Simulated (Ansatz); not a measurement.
Ansatz (a first-principles code) input (PBE0/def2-TZVPD):

Ansatz 0.2 input:
```yaml
crystal:
  periodic: [false, false, false]
  atoms:
    - {symbol: Ta, position_ang: [0.00016980, -0.00005921, -0.00003763]}
    - {symbol: O, position_ang: [1.58984122, -0.55440596, -0.35233883]}
    - {symbol: F, position_ang: [-0.60913645, -0.47060673, 1.72821100]}
    - {symbol: F, position_ang: [-0.80543297, 0.96389229, -1.41471571]}
basis:
  gaussian:
    orbitals: def2-TZVPD
hamiltonian:
  xc: {name: PBE0}
magnetization: {spin_polarized: true, initial_magnetization: 1}
output: {forces: true}
```

End of the output:

```
integrals: 0.07 GiB planned
1013 factors; their error is unknown
mean field: 0.84 GiB planned
mean field evaluation 1: about -9019.7771 eV, gradient 6.2e1 eV
mean field evaluation 2: about -8833.5355 eV, gradient 1.9e2 eV
mean field evaluation 4: about -9030.3437 eV, gradient 2.8e1 eV
mean field evaluation 8: about -9032.7400 eV, gradient 7.9e-2 eV
mean field evaluation 16: about -9032.7756 eV, gradient 3.2e-4 eV
mean field -9032.77556201 eV, -331.9483792685 hartree, gradient 1.6e-5 eV, S^2 0.755369; 0 other end points of the search recorded, 0 dependent functions left out
the calculation of the forces begins
reference -9032.77560485 eV, -331.9483808429 hartree; 20, 19 occupied and 143, 144 virtual orbitals, 1013 factors
Total energy: -9032.77560485 eV, -331.9483808429 hartree
Atom 0 at     0.000170    -0.000059    -0.000038 Å, force     0.344424    -0.120107    -0.076331 eV/Å
Atom 1 at     1.589841    -0.554406    -0.352339 Å, force    -0.559994     0.195280     0.124105 eV/Å
Atom 2 at    -0.609136    -0.470607     1.728211 Å, force     0.091590     0.080762    -0.283183 eV/Å
Atom 3 at    -0.805433     0.963892    -1.414716 Å, force     0.123979    -0.155935     0.235409 eV/Å
Dipole moment:    -0.392452     0.136855     0.086975 e Å
```

The spin state was set by rule; other spins were not relaxed.
